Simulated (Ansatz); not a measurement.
Pulling on the N6–H7 bond in CH5BeN (SMILES [CH3][Be][NH2]) (multiplicity 1 held, fragments rigid). Energies count from the point at 1.008 Å.
Geometry at that point (charge 0, multiplicity 1):
```xyz
8

Be    -0.0534    -0.0264     0.0485
C      1.1209     0.4370    -1.0689
H      2.0393    -0.1500    -0.9744
H      1.4042     1.4867    -0.9350
H      0.7751     0.3350    -2.1018
N     -1.1023    -0.4307     1.0508
H     -1.5170    -1.3464     1.1218
H     -1.4973     0.1738     1.7537
```

R- and RO- levels are restricted; in cc, def2 and unpolarised 6-31G sets they are followed outwards from rest. U- levels take the lowest unrestricted solution at each point, which mixes spins at long bonds. Left out are points that failed, MP2 points that dive below the minimum, coupled-cluster points behind a jump of the amplitudes or a sharp parting from full CI or MRCI, small-basis points behind a change of solution, and semi-empirical points at long bonds. Levels need not reach the same state.

Cores are frozen in the correlated methods.

Run with Ansatz (a program for electronic structure). 

Energies in kcal/mol.

```tsv
R (Å)	U-HF/cc-pVDZ	U-MP2/cc-pVDZ	R-SCS-MP2/cc-pVDZ	U-SCS-MP2/cc-pVDZ	R-CCSD/cc-pVDZ	U-CCSD(T)/cc-pVDZ
0.806	34.8	38.1	38.2	38.2	38.1	38.4
0.907	6.4	8.0	8.1	8.1	8.1	8.2
1.008	0.0	0.0	0.0	0.0	0.0	0.0
1.108	5.4	3.8	3.7	3.7	3.7	3.5
1.209	16.9	13.8	13.6	13.6	13.5	13.1
1.360	39.0	33.7	33.2	33.2	32.8	32.1
1.512	62.4	57.4	54.0	56.7	53.0	51.8
1.763	85.1	100.7	85.3	100.6	82.3	81.0
2.015	93.5	116.1	109.9	115.9	104.0	102.4
2.318	91.2	118.5	130.5	118.1	120.5	116.3
2.721	88.8	116.7	144.7	116.2	left out	114.8
3.225	87.9	116.0	145.9	115.5	left out	114.2
```

Doubts at one or more of the structures used: a spin-contaminated determinant (U-HF/cc-pVDZ, U-MP2/cc-pVDZ, U-SCS-MP2/cc-pVDZ, U-CCSD(T)/cc-pVDZ); a restricted determinant that unrestricted orbitals would lower (R-SCS-MP2/cc-pVDZ, R-CCSD/cc-pVDZ); other coupled-cluster roots lie near (R-CCSD/cc-pVDZ); T1 above 0.05 (U-CCSD(T)/cc-pVDZ).
